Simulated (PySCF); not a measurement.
# Spin states of K₂⁺

Unrestricted PBE0; basis K pcseg-1; no relativity; PySCF 2.14. Outer shells of the fragments: K+ closed shells only; K 4s1.

Followed along the bond (rough minima from three points):

```csv
2Ms+1,unpaired,⟨S²⟩ at the start,R at minimum (Å),Te (eV)
2,σ ↑,0.75,4.57,0.00
```

Solutions found at the starting distance of 3.990 Å, counted from the lowest of them; the search is not exhaustive and high or unbound solutions are not listed, so other states can lie among these:

```csv
2Ms+1,unpaired,term,E (eV),⟨S²⟩,⟨Lz²⟩
2,σ ↑,²Σ⁺,0.00,0.75,0.00
2,π ↑,²Π,2.04,0.75,1.00
2,δ ↑,²Δ,4.07,0.75,4.00
```

A term symbol is given only where ⟨S²⟩ and ⟨Lz²⟩ are close to those of a pure state; real π, δ and φ orbitals otherwise mix terms, and g/u labels are left off.

Counting both spins, an empty level lies below a filled one in some of these solutions, because spin and occupation are held.
